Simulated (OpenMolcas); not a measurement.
Pt2+ (d8) in a complex was computed by SS-CASPT2, IPEA 0.25 Eh, imaginary shift 0.1 Eh with the d shell active (OpenMolcas, ANO-RCC-VDZP on the metal). Its lowest spin-free states, and all those of the highest spin:

```json
{"2S+1": "3", "Degeneracy": "1", "E (cm-1)": "0"}
{"2S+1": "1", "Degeneracy": "2", "E (cm-1)": "9210"}
{"2S+1": "3", "Degeneracy": "3", "E (cm-1)": "17170"}
{"2S+1": "1", "Degeneracy": "1", "E (cm-1)": "17910"}
{"2S+1": "3", "Degeneracy": "3", "E (cm-1)": "23710"}
{"2S+1": "1", "Degeneracy": "3", "E (cm-1)": "26650"}
{"2S+1": "1", "Degeneracy": "3", "E (cm-1)": "30420"}
{"2S+1": "3", "Degeneracy": "3", "E (cm-1)": "37550"}
{"2S+1": "1", "Degeneracy": "2", "E (cm-1)": "46480"}
{"2S+1": "1", "Degeneracy": "3", "E (cm-1)": "46710"}
{"2S+1": "1", "Degeneracy": "1", "E (cm-1)": "62200"}
```

**Question.** Is the site octahedral, tetrahedral or cube-like, axial, or of lower symmetry?

**Answer.** The states with 2S+1 = 3 have orbital degeneracies 1, 3, 3, 3. Threefold states need a cubic site. For d8 at this spin an octahedron puts the single A2 below the threefold T2 and a tetrahedron or cube puts the threefold T1 below the threefold T2, so the site is octahedral. The first gap at this spin, 17200 cm-1, is |10Dq| in ligand-field theory. The run had Pt2+ with 6 ligands (fluoride) in octahedral coordination (Oh) at 2.11 Å. A charge of +0.667 e stands 2.6 Å behind each ligand. Ligand basis ANO-RCC-VDZP.

Roots that are degenerate in the reference are averaged as groups; the widest CASPT2 spread within a group is 490 cm-1 (the 3-fold group of multiplicity 1 near 26600 cm-1 above the lowest state of its run). Shifts and gaps below about the spread of the groups concerned are not significant. Over all roots computed the reference weight is 0.69 to 0.70; a low but even weight reflects the number of correlated electrons. Real 4d8 and 5d8 ions are as a rule square planar and diamagnetic. Ligand-to-metal charge-transfer states are missing. With no ligand orbital active B as a rule stays too high, so bands that hang on it stand too high and its fall with covalency is understated. With one d shell and no ligand orbital active, 10Dq can be off by a tenth or more. No measured value stands beside these numbers; the geometry was imposed, not optimised, and the real ion may take another.
